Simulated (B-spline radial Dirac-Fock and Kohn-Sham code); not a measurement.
**Dipole and non-dipole photoemission parameters of Yb 4p1/2**

System: atomic ytterbium, configuration [Xe] 4f14 6s2; threshold 388.7 eV (tabulated edge). Level of theory: Dirac-Hartree-Slater photoionisation with a Latter tail; cross sections with all multipoles, angular parameters from the dipole term and its interference with E2; a B-spline atomic structure program.

Input of the calculation (task.json; shells as n, l, electrons):

```json
{"items": [{
  "Z": 70,
  "q": 0,
  "cfg": [[1, 0, 2], [2, 0, 2], [2, 1, 6], [3, 0, 2], [3, 1, 6], [3, 2, 10], [4, 0, 2], [4, 1, 6], [4, 2, 10], [4, 3, 14], [5, 0, 2], [5, 1, 6], [6, 0, 2]],
  "A": 174,
  "rrms": 5.3108,
  "do": "xps",
  "hv": [55.1, 59.9, 60, 68.6, 73.8, 111.0, 200, 240.0, 252.0, 264.0, 300, 393.0, 622.0, 707.0, 756.0, 1000, 1170.0, 1253.6, 1590.0, 1930.0, 2810.0, 2984.4, 3180.0, 4060.0, 5414.7, 6070.0, 6330.0, 6930.0, 10500.0, 15000],
  "edges": {"K": 61332.0, "L1": 10486.0, "L2": 9978.0, "L3": 8944.0, "M1": 2398.0, "M2": 2173.0, "M3": 1950.0, "M4": 1576.0, "M5": 1528.0, "N1": 480.5, "N2": 388.7, "N3": 339.7, "N4": 191.2, "N5": 182.4}
}]}
```

Command: `python xray2_run.py task.json out`

For linearly polarised light dσ/dΩ = σ/(4π) [1 + β P₂(cos θ) + (δ + γ cos²θ) sin θ cos φ], with θ from the polarisation vector and φ the angle between the beam and the projection of the electron momentum on the plane normal to the polarisation.

```
hν (eV)  σ (kb)      β       γ       δ
    622    58.4  0.692   0.105   0.079
    707    55.4  0.962   0.268   0.062
    756    53.4  1.072   0.328   0.053
   1000    42.8  1.384   0.405   0.024
   1170    36.5  1.490   0.361   0.014
 1253.6    33.8  1.526   0.331   0.010
   1590       ?      ?       ?       ?
   1930    19.0  1.659   0.101   0.000
   2810    10.4  1.691  -0.014  -0.003
 2984.4    9.40  1.692  -0.018  -0.004
   3180    8.40  1.691  -0.017  -0.004
   4060    5.35  1.678   0.034  -0.004
 5414.7    3.03  1.645   0.192  -0.002
   6070    2.39  1.628   0.282   0.000
   6330    2.19  1.621   0.319   0.001
   6930    1.80  1.604   0.404   0.003
  10500   0.705  1.514   0.884   0.020
  15000   0.297  1.419   1.388   0.048
```

Question: Give the values at 1590 eV.

Answer: σ = 25.1 kb, β = 1.616, γ = 0.204, δ = 0.003.
